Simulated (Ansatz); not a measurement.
Cost against result

The pair of K⁺ (SMILES [K+], atom 1) and SbH₃ (SMILES [SbH3], atoms 2–5), both closed shells, in one local arrangement (a lower one may exist), relaxed at PBE0-D4/def2-TZVP:

K1  (-0.131, 0.212, -3.440)
Sb2  (0.007, -0.011, 0.203)
H3  (0.609, -1.391, 0.972)
H4  (-1.392, 0.101, 1.146)
H5  (0.907, 1.089, 1.118)
(Å)

Interaction energies are counterpoise-corrected; the time is that of the whole pair.

Program: Ansatz 0.2.0. Basis: as named in each row. Cores are frozen in the correlated methods. Filled d shells of the heavier atoms are correlated. Core potentials replace the inner electrons of the atoms past krypton. The outer core shell of Li, Na, Mg and K is correlated. The def2 sets are not built for correlating such inner shells, so the correlated values are less sure here. B3LYP uses VWN-RPA correlation. Extrapolation: Hartree–Fock as exp(−7.88 √X), correlation as X^−2.97.

Times are rough, for one single point on 2 threads of a shared host (Arm Neoverse V1).

The estimate by CCSD(T) at an estimated basis limit (MP2 extrapolated from triple and quadruple zeta, plus CCSD(T) − MP2 in triple zeta) is -8.32 kcal/mol.

```json
{"method": "SPW92", "basis": "def2-SVP", "time (s)": "under 1", "interaction energy (kcal/mol)": "-10.28", "method less estimate": "-1.96"}
{"method": "PBE-D4", "basis": "def2-SVP", "time (s)": "1", "interaction energy (kcal/mol)": "-9.07", "method less estimate": "-0.76"}
{"method": "PBE0-D4", "basis": "def2-SVP", "time (s)": "1", "interaction energy (kcal/mol)": "-8.87", "method less estimate": "-0.56"}
{"method": "CCSD(T)", "basis": "def2-SVP", "time (s)": "1", "interaction energy (kcal/mol)": "-7.08", "method less estimate": "1.24"}
{"method": "revPBE-D4", "basis": "def2-TZVPPD", "time (s)": "2", "interaction energy (kcal/mol)": "-7.88", "method less estimate": "0.43"}
{"method": "BLYP-D4", "basis": "def2-TZVPPD", "time (s)": "2", "interaction energy (kcal/mol)": "-7.89", "method less estimate": "0.43"}
{"method": "PBE-D4", "basis": "def2-TZVPPD", "time (s)": "2", "interaction energy (kcal/mol)": "-8.86", "method less estimate": "-0.54"}
{"method": "PBE0-D4", "basis": "def2-TZVPPD", "time (s)": "2", "interaction energy (kcal/mol)": "-8.89", "method less estimate": "-0.58"}
{"method": "B3LYP-D4", "basis": "def2-TZVPPD", "time (s)": "2", "interaction energy (kcal/mol)": "-8.26", "method less estimate": "0.05"}
{"method": "HSE06-D4", "basis": "def2-TZVPPD", "time (s)": "2", "interaction energy (kcal/mol)": "-8.92", "method less estimate": "-0.61"}
{"method": "r2SCAN-D4", "basis": "def2-TZVPPD", "time (s)": "4", "interaction energy (kcal/mol)": "-7.89", "method less estimate": "0.43"}
{"method": "B2PLYP", "basis": "def2-TZVPPD", "time (s)": "4", "interaction energy (kcal/mol)": "-7.55", "method less estimate": "0.77"}
{"method": "MP2", "basis": "def2-QZVPPD", "time (s)": "6", "interaction energy (kcal/mol)": "-7.98", "method less estimate": "0.33"}
{"method": "wB97M-V", "basis": "def2-SVP", "time (s)": "6", "interaction energy (kcal/mol)": "-8.63", "method less estimate": "-0.32"}
{"method": "B97M-V", "basis": "def2-TZVPPD", "time (s)": "8", "interaction energy (kcal/mol)": "-7.68", "method less estimate": "0.64"}
{"method": "wB97X-V", "basis": "def2-TZVPPD", "time (s)": "8", "interaction energy (kcal/mol)": "-8.59", "method less estimate": "-0.27"}
{"method": "wB97M-V", "basis": "def2-TZVPPD", "time (s)": "10", "interaction energy (kcal/mol)": "-8.33", "method less estimate": "-0.02"}
{"method": "CCSD(T)", "basis": "def2-TZVPPD", "time (s)": "22", "interaction energy (kcal/mol)": "-7.59", "method less estimate": "0.73"}
```

No T1 diagnostic of these runs exceeds 0.014.
